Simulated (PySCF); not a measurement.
**Correlation energy of Au⁺ (gold, charge +1)**

[Xe] 4f14 5d10, closed-shell 1S. Calculation: PySCF 2.14, in ANO-RCC-VTZP; scalar relativity by spin-free X2C-1e. Frozen: [Kr] 4d10 4f14; 18 electrons correlated.

```tsv
level	correlation energy (mhartree)
CCSD	-498.28
(T)	-14.89
CCSD(T)	-513.17
```

Diagnostics: T1 = 0.0069, D1 = 0.0129, largest double amplitude 0.022.

Question: Is a single reference adequate?

Answer: Yes, within this model without spin-orbit coupling: T1 lies below 0.03 and no double amplitude reaches 0.07.
